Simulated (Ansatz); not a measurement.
Geometry optimisation, RKS B3LYP-D4/def2-SVP (Ansatz).

input.yaml

```yaml
crystal:
  periodic: [false, false, false]
  atoms:
    - { symbol: Si, position_ang: [-0.178074, 0.282445, 0.055437] }
    - { symbol: Cl, position_ang: [-0.63218, 0.794984, 2.056175] }
    - { symbol: H, position_ang: [1.270731, 0.407378, -0.178305] }
    - { symbol: O, position_ang: [-0.907138, 1.36156, -0.97011] }
    - { symbol: H, position_ang: [-1.866355, 1.43981, -0.911491] }
    - { symbol: H, position_ang: [-0.708636, -1.080896, -0.171957] }
    - { symbol: Si, position_ang: [1.591163, -2.435114, 1.19185] }
    - { symbol: H, position_ang: [0.605262, -3.47932, 0.802393] }
    - { symbol: H, position_ang: [2.384009, -2.052857, -0.008261] }
    - { symbol: H, position_ang: [2.50965, -2.98244, 2.24178] }
    - { symbol: H, position_ang: [0.882667, -1.265348, 1.731888] }
basis:
  gaussian: { orbitals: def2-SVP }
hamiltonian:
  xc: b3lyp
  dispersion: d4
relax:
  f_tol: 0.03
  max_steps: 50
```

Command:

```bash
$ ansatz run input.yaml --threads 2 --pin off --max-ram 3072MiB --backend cpu --events-out ev --progress --plain --runs-dir out
```

Q: Where does it end, and by what steps?

A: The run converged. The force dipped under the threshold on the way, but the program's further checks kept it going. After 11 steps the energy has fallen by 0.174 eV; H11 moved furthest, 0.56 Å.

```csv
step,energy less start (eV),largest force component (eV/Å),accepted
0,0.0000,0.583,yes
1,-0.1313,0.205,yes
2,-0.1658,0.110,yes
3,-0.1610,0.489,no
4,-0.1696,0.064,yes
5,-0.1710,0.073,yes
6,-0.1715,0.042,yes
7,-0.1725,0.011,yes
8,-0.1735,0.054,yes
9,-0.1739,0.035,yes
10,-0.1742,0.012,yes
11,-0.1744,0.025,yes
```

```xyz
11
Properties=species:S:1:pos:R:3
Si -0.269 0.522 0.010
Cl -0.855 1.009 1.947
H 1.178 0.782 -0.136
O -1.024 1.487 -1.103
H -1.986 1.441 -1.168
H -0.612 -0.913 -0.178
Si 1.704 -2.669 1.296
H 0.604 -3.623 0.979
H 2.263 -2.122 0.026
H 2.780 -3.374 2.048
H 1.167 -1.550 2.119
```

Whether the end is a true minimum wasn't checked by a vibrational analysis.

Run time: 72 s on 2 threads of Intel(R) Xeon(R) Processor @ 2.50GHz (Skylake/Cascade Lake), with other jobs on the host, peak memory 0.23 GiB.
